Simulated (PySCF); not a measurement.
XPS shifts beside NMR shieldings

Compound: CH10OSSi3.
Structure used (PBE0-D3(BJ)/def2-SVP), in Å, numbered top down from 1:
```
atom  x, y, z in Å
C1     1.385    0.960   -1.460
S2     1.803    0.810    0.309
Si3    1.533   -1.293    0.579
O4    -0.064   -1.714    0.488
Si5   -1.576   -1.137    0.907
Si6   -1.642    1.193    1.231
H7     2.066    0.359   -2.079
H8     1.506    2.019   -1.723
H9     0.344    0.667   -1.653
H10    2.091   -1.583    1.929
H11    2.245   -2.039   -0.494
H12   -2.521   -1.515   -0.185
H13   -2.021   -1.808    2.168
H14   -1.273    1.948   -0.005
H15   -3.076    1.507    1.545
H16   -0.806    1.635    2.385
```

Binding energies: delta-SCF UKS SCAN, pcX-2 on the ionised atom, pcseg-1 elsewhere, spin-free X2C (PySCF). Shieldings: GIAO HF/pcSseg-1, non-relativistic, same geometry.

| atom | isotropic shielding (ppm) |
| --- | --- |
| Si3 | 411.4 |
| Si5 | 420.8 |
| Si6 | 481.7 |

What are the Si 1s binding energies of these atoms?

| atom | environment | Si 1s (eV) | isotropic shielding (ppm) |
| --- | --- | --- | --- |
| Si6 | SiH3 silicon | 1846.09 | 481.7 |
| Si5 | oxygen-bound silicon | 1847.05 | 420.8 |
| Si3 | oxygen-bound silicon | 1847.58 | 411.4 |

Among the listed atoms, is the one with the highest binding energy also the least shielded?

Yes: Si3 has both (1847.58 eV, 411.4 ppm).

By binding energy: Si6 < Si5 < Si3. By shielding: Si3 < Si5 < Si6.

Geometry: PBE0-D3(BJ)/def2-SVP, one conformer, isolated molecule.
